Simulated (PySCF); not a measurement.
**Electric properties by functional and basis**

C₃H₈SeSi.
SMILES: `[SiH3][Se]C1CC1`

PySCF, dipoles from the SCF density, polarisabilities from static response with core orbitals frozen. Isolated species at its PBE0-D3(BJ)/def2-SVP geometry (one conformer only). Relativistic effects, spin–orbit coupling among them, are left out although an element past zinc is present.

Task: Compare the levels for these properties.

Result: 

| level | μ (D) | α (Å³) | anisotropy (Å³) |
| --- | --- | --- | --- |
| LDA/def2-SVPD | 1.520 | 14.29 | 5.13 |
| PBE/def2-SVPD | 1.502 | 14.09 | 5.03 |
| B3LYP/def2-SVPD | 1.490 | 13.71 | 4.75 |
| PBE0/def2-SVPD | 1.544 | 13.59 | 4.73 |
| BHandHLYP/def2-SVPD | 1.541 | 13.25 | 4.48 |
| CAM-B3LYP/def2-SVPD | 1.497 | 13.46 | 4.54 |
| wB97X-D/def2-SVPD | 1.552 | 13.49 | 4.54 |
| LC-wPBE/def2-SVPD | 1.539 | 13.10 | 4.34 |
| HF/def2-SVPD | 1.687 | 12.83 | 4.16 |
| PBE0/6-31G* | 1.679 | 11.20 | 4.66 |
| PBE0/def2-SVP | 1.458 | 11.63 | 4.80 |
| PBE0/aug-cc-pVDZ | 1.552 | 13.82 | 4.87 |
| PBE0/def2-TZVP | 1.528 | 13.07 | 5.02 |
| PBE0/def2-TZVPD | 1.540 | 13.79 | 4.85 |

The anisotropy is √(½[(α1 − α2)² + (α2 − α3)² + (α3 − α1)²]). The dipole runs from 1.46 D (PBE0/def2-SVP) to 1.69 D (HF/def2-SVPD). No reference polarisability is at hand; against PBE0 in the largest diffuse basis at hand (def2-TZVPD) the other PBE0 rows deviate by 6-31G* -19%, def2-SVP -16%, def2-SVPD -1%, aug-cc-pVDZ 0%, def2-TZVP -5%. In one basis (def2-SVPD) the functionals order the polarisability from HF (lowest) to LDA (highest), a spread of 11%. With PBE0 the polarisability is 11.96 Å³ without diffuse functions (mean of 6-31G*, def2-SVP and def2-TZVP) and 13.74 Å³ with them (mean of def2-SVPD, aug-cc-pVDZ and def2-TZVPD).

Without π bonds the low states are Rydberg-like; a valence basis with one diffuse set may place them up to an eV too high.
